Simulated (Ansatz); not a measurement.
A nudged elastic band was laid between two geometries of C$_{2}$H$_{7}$BN$_{2}$ (12 atoms, charge 0, multiplicity 1).

Level of theory: RKS CAM-B3LYP-D4/def2-SVP in Ansatz 0.2.0.

```
movable images  : 5
climbing image  : yes
spring          : 5.0 eV/Å²
optimiser       : quadratic models (default)
start path      : IDPP
force threshold : 0.03 eV/Å
iteration limit : 60
end points      : relaxed
```

Initial state:

```xyz
12
Properties=species:S:1:pos:R:3
C -1.306 0.645 1.013
C -0.102 0.703 0.099
N 1.151 0.085 0.580
B 0.635 -0.492 -0.560
N 0.822 -1.441 -1.559
H -2.232 0.852 0.453
H -1.240 1.387 1.827
H -1.402 -0.349 1.474
H 0.015 1.685 -0.393
H 1.966 0.528 0.980
H 1.637 -2.039 -1.604
H 0.132 -1.620 -2.274
```

Final state:

```xyz
12
Properties=species:S:1:pos:R:3
C -1.304 0.647 1.012
C -0.099 0.705 0.099
N 1.154 0.088 0.577
B 0.635 -0.491 -0.561
N 0.817 -1.444 -1.557
H -2.230 0.851 0.452
H -1.240 1.389 1.826
H -1.398 -0.348 1.473
H 0.016 1.687 -0.392
H 1.969 0.527 0.981
H 0.125 -1.623 -2.271
H 1.630 -2.044 -1.602
```

(1) Which bonds break or form, and what moves?

(2) What energy profile does the band end with?

(3) What is the geometry of the highest image?

(4) What are the harmonic wavenumbers there?

Results:

(1) No bond is made or broken. The dihedral N3–B4–N5–H12 goes from 177 to 0°. The two ends are copies of one structure, up to a mirror image or an exchange of like atoms.

(2) The run converged. The highest image is number 3 of 0 to 6, 0.64 eV above the ends, which have the same energy within 2 meV. A vibrational analysis at the climbing image gives one clearly imaginary mode, 408i cm⁻¹: a first-order saddle point.

| image | path coordinate (Å) | energy (eV) | dihedral N3–B4–N5–H12 (°) |
| --- | --- | --- | --- |
| 0 | 0.00 | 0.00 | 177 |
| 1 | 0.72 | 0.08 | -168 |
| 2 | 1.44 | 0.45 | -149 |
| 3 | 2.16 | 0.64 | -120 |
| 4 | 2.79 | 0.49 | -85 |
| 5 | 3.42 | 0.16 | -38 |
| 6 | 4.05 | 0.00 | 0 |

(3) 
```xyz
12
Properties=species:S:1:pos:R:3:forces:R:3
C -1.181 0.425 1.143 0.00 0.00 0.00
C -0.200 0.716 0.028 -0.02 0.01 0.00
N 1.235 0.463 0.281 0.01 0.00 0.00
B 0.727 -0.359 -0.660 0.00 0.00 0.00
N 1.029 -1.446 -1.561 0.00 0.00 -0.01
H -2.212 0.404 0.756 0.00 0.00 0.00
H -1.149 1.190 1.939 0.00 0.00 0.00
H -0.981 -0.551 1.613 0.00 0.00 0.00
H -0.411 1.672 -0.481 0.00 0.00 0.00
H 1.922 0.880 0.894 0.00 0.00 0.00
H 0.441 -2.260 -1.384 0.00 0.00 0.00
H 0.858 -1.188 -2.533 0.00 0.00 0.00
```

(4) 408i, 168, 193, 330, 416, 484, 514, 668, 694, 840, 951, 980, 1020, 1027, 1093, 1113, 1254, 1370, 1403, 1464, 1478, 1571, 1698, 3029, 3059, 3104, 3130, 3546, 3610, 3648 cm⁻¹.

Time of the run: 3.7 min on 2 threads of Intel(R) Xeon(R) Platinum 8259CL CPU @ 2.50GHz (Skylake/Cascade Lake) (shared host), peak memory 0.28 GiB.
